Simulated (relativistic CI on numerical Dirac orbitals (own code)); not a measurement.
Hyperfine structure of Cl IX, mass number 37

Computed by Dirac-Coulomb-Breit CI, KLI orbitals optimised for each configuration, QED by a radiative potential, unscaled Slater integrals (own radial code, finite nucleus).

CI space (outside the closed core 1s2): 2s2 2p5, 2s 2p6, 2s2 2p4 3s, 2s2 2p4 3p, 2p6 3s, 2s2 2p4 3d, 2p6 3p, 2p6 3d, 2s 2p5 3s, 2s 2p5 3p, 2s2 2p4 4s, 2s2 2p4 4p, 2s 2p5 3d, 2s2 2p4 4d, 2s2 2p4 4f, 2s2 2p3 3s2. Levels of other configurations are missing.

Nuclear spin I = 3/2, μ = 0.684 μN, Q = -0.0644 b (tables of Stone and Pyykkö). The electronic factors are computed for point nuclear moments, without core polarisation or the Bohr-Weisskopf and QED corrections.

| Level | E (cm⁻¹) | A (MHz) | B (MHz) |
| --- | --- | --- | --- |
| 2s2 2p5 2P°_3/2 | 0 | 2649 | 663 |
| 2s2 2p5 2P°_1/2 | 13590 | 13020 |  |
| 2s 2p6 2S_1/2 | 566301 | 45970 |  |
| 2s2 2p4 3s 4P_5/2 | 1881264 | 4230 | -699 |
| 2s2 2p4 3s 4P_3/2 | 1889134 | 1621 | 498 |
| 2s2 2p4 3s 4P_1/2 | 1893968 | 2129 |  |
| 2s2 2p4 3s 2P_3/2 | 1906274 | 3032 | -620 |
| 2s2 2p4 3s 2P_1/2 | 1915447 | 4078 |  |

Levels with J = 0, under 50 % of one LS term, or S terms without an open s electron are left out. Small factors come from cancelling terms and can be off by tens of per cent or more.

At this charge configurations can still be misplaced by up to about 7 % of their energy.

Task: Give the hyperfine levels of 2s2 2p5 2P°_1/2 relative to its centre of gravity.

Result: With K = F(F + 1) − I(I + 1) − J(J + 1), E = AK/2: F = 1: -16270, F = 2: 9765 MHz.
